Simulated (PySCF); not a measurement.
Isomers of C3H10Si. Gas-phase values, no solvent. One relaxed conformer stands for each flexible species; it need not be the lowest. Strings in code marks are SMILES.

The T1 excitation (TDA) from two functionals at the same geometries (PBE0-D3(BJ)/def2-TZVP), both in PySCF: PBE-D3(BJ)/def2-TZVP and TPSSh-D3(BJ)/def2-TZVP. Excitations are Tamm–Dancoff values on a coarser integration grid. The basis has no diffuse functions, so Rydberg states are missing or too high.

```
species                              PBE-D3(BJ)/def2-TZVP (eV)  TPSSh-D3(BJ)/def2-TZVP (eV)
-----------------------------------  -------------------------  ---------------------------
`C[SiH](C)C`                                              7.45                         8.05
`CC[SiH2]C` (C–C–Si–C torsion 180°)                       6.93                         7.48
`[SiH3]CCC` (C–C–C–Si torsion 180°)                       6.91                         7.43
```

Over these rows, drawn at random from the members with no instability flagged (it was tested for open shells, ions and some series alone), PBE minus TPSSh-D3(BJ): mean -0.55 eV, from -0.60 eV to -0.51 eV.
